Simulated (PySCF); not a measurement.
C5H13BO2Si, SMILES C[Si](C)(C)/C=C/B(O)O (GFN2-xTB optimised geometry):

```
22

Si    -2.068    -0.948     0.000
C     -2.683    -1.827     1.580
C     -2.683     0.861     0.000
C     -2.752    -1.850    -1.537
C     -0.176    -0.948     0.000
C      0.618    -1.401    -0.973
B      2.189    -1.368    -0.922
O      2.973    -1.816    -1.949
O      2.812    -0.878     0.173
H     -3.767    -1.823     1.640
H     -2.355    -2.861     1.613
H     -2.305    -1.336     2.472
H     -2.309     1.401     0.864
H     -3.768     0.911     0.027
H     -2.350     1.393    -0.886
H     -3.838    -1.875    -1.531
H     -2.442    -1.357    -2.454
H     -2.402    -2.877    -1.579
H      0.320    -0.536     0.871
H      0.148    -1.820    -1.858
H      2.506    -2.156    -2.710
H      3.768    -0.900     0.107
```

Method: CAM-B3LYP/def2-SVP in PySCF.

What are the frontier orbital energies and the dipole moment?

HOMO-2 -9.72 eV, HOMO-1 -9.23 eV, HOMO -8.78 eV, LUMO 0.57 eV, LUMO+1 2.45 eV; dipole moment 1.25 D.

On the same geometry PBE/def2-SVP in PySCF 2.14.0 gives HOMO-2 -6.99 eV, HOMO-1 -6.43 eV, HOMO -6.31 eV, LUMO -1.54 eV, LUMO+1 0.72 eV; dipole moment 1.18 D.

Meta-Löwdin charges at CAM-B3LYP/def2-SVP: Si1 0.91, C2 -0.54, C3 -0.54, C4 -0.55, C5 -0.29, C6 -0.21, B7 0.41, O8 -0.50, O9 -0.48, H10 0.11, H11 0.11, H12 0.11, H13 0.11, H14 0.11, H15 0.11, H16 0.11, H17 0.11, H18 0.11, H19 0.10, H20 0.08, H21 0.33, H22 0.33.
